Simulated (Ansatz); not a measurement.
C2H6Zn, triplet, at a GFN2-xTB geometry (such geometries of metal compounds can be far from the true shape) (a higher spin typed on purpose: for a closed-shell molecule this is an excited state), atoms displaced at random by about 0.08 Å a coordinate; Ansatz (a program for electronic structure) with B3LYP/6-31G, gradient.

Ansatz was given this input:
Ansatz 0.2 input:
```yaml
crystal:
  periodic: [false, false, false]
  atoms:
    - {symbol: Zn, position_ang: [0.27700238, -0.49438653, 0.37596238]}
    - {symbol: C, position_ang: [0.69298002, 0.85933654, -1.48467978]}
    - {symbol: H, position_ang: [1.52006053, 0.50797879, -2.06303420]}
    - {symbol: H, position_ang: [1.05417967, 1.85630549, -1.06730637]}
    - {symbol: H, position_ang: [-0.35674511, 1.08167095, -2.18614287]}
    - {symbol: C, position_ang: [-1.73872528, 0.66717863, 0.53305841]}
    - {symbol: H, position_ang: [-2.46983755, 0.31168181, -0.22710291]}
    - {symbol: H, position_ang: [-1.53036322, 1.81206099, 0.33369216]}
    - {symbol: H, position_ang: [-2.08512855, 0.30328647, 1.44276467]}
basis:
  gaussian:
    orbitals: 6-31G
hamiltonian:
  xc: b3lyp
magnetization: {spin_polarized: true, initial_magnetization: 2}
output: {forces: true}
```

The log (banner, timings and long lists left out):

```
Functional definition: B3LYP
733 factors; integrals over basis functions are off by at most 2.4e-4 eV
mean field evaluation 1: about -50570.5334 eV, gradient 4.5e1 eV
mean field evaluation 2: about -50558.3951 eV, gradient 6.7e1 eV
mean field evaluation 4: about -50579.4612 eV, gradient 2.9e0 eV
mean field evaluation 8: about -50579.6381 eV, gradient 3.6e-1 eV
mean field evaluation 16: about -50579.6391 eV, gradient 8.7e-5 eV
mean field -50579.63907241 eV, -1858.7674518004 hartree, gradient 3.0e-5 eV, S^2 2.012862; 0 other end points of the search recorded, 0 dependent functions left out
the calculation of the forces begins
reference -50579.63929762 eV, -1858.7674600765 hartree; 25, 23 occupied and 34, 36 virtual orbitals, 733 factors
Total energy: -50579.63929762 eV, -1858.7674600765 hartree
Atom 0 at     0.277002    -0.494387     0.375962 Å, force    -0.476319     0.926694    -0.851624 eV/Å
Atom 1 at     0.692980     0.859337    -1.484680 Å, force    -2.902702     2.466095    -0.713227 eV/Å
Atom 2 at     1.520061     0.507979    -2.063034 Å, force     0.399158    -1.045158    -0.578153 eV/Å
Atom 3 at     1.054180     1.856305    -1.067306 Å, force    -0.797842    -1.055542    -0.017602 eV/Å
Atom 4 at    -0.356745     1.081671    -2.186143 Å, force     3.121705    -0.906215     2.127881 eV/Å
Atom 5 at    -1.738725     0.667179     0.533058 Å, force     0.370957     2.102500    -3.189501 eV/Å
Atom 6 at    -2.469838     0.311682    -0.227103 Å, force     0.766400     0.061719    -0.026441 eV/Å
Atom 7 at    -1.530363     1.812061     0.333692 Å, force    -0.285514    -2.429129     0.954465 eV/Å
Atom 8 at    -2.085129     0.303286     1.442765 Å, force    -0.195842    -0.120964     2.294202 eV/Å
Dipole moment:    -0.143813     0.190472    -0.084487 e Å
```
